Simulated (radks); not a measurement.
Values are calculated unless marked as measured or tabulated.
Valence configurations of Sn+ (all share [Kr]). Code: a radial shooting solver on a logarithmic mesh with Libxc functionals. Model: Dirac Kohn-Sham, BLYP, spin-unpolarised, spherical densities, point nucleus; open shells fill j = l - 1/2 first. Energies are relative to 4d10 5s2 5p1; eigenvalues in eV.

valence           E (eV)  e(4d3/2)  e(4d5/2)  e(5p1/2)  e(5p3/2)  e(5s1/2)
4d10 5s2 5p1       0.000   -34.030   -32.984   -10.530         -   -17.659
4d10 5s1.5 5p1.5   3.586   -34.692   -33.645   -10.844         -   -18.060
4d10 5s1 5p2       7.216   -35.337   -34.287   -11.147         -   -18.448
4d9.5 5s2 5p1.5   11.775   -37.017   -35.944   -11.296         -   -18.767
4d9 5s2 5p2       24.650   -39.992   -38.891   -12.037         -   -19.838
4d9 5s1 5p3       33.242   -41.423   -40.317   -12.713   -11.995   -20.691
4d9 5p4           42.038   -42.792   -41.682   -13.352   -12.600         -
4d8 5s2 5p3       54.525   -46.158   -45.000   -13.586   -12.781   -22.040
4d8 5s1.5 5p3.5   59.178   -46.832   -45.672   -13.903   -13.081   -22.434

NIST lists [Kr] 4d10 5s2 5p1 as the ground configuration; this level of theory agrees among the configurations tried. The energies are those of spherical spin-averaged densities, not of single terms.
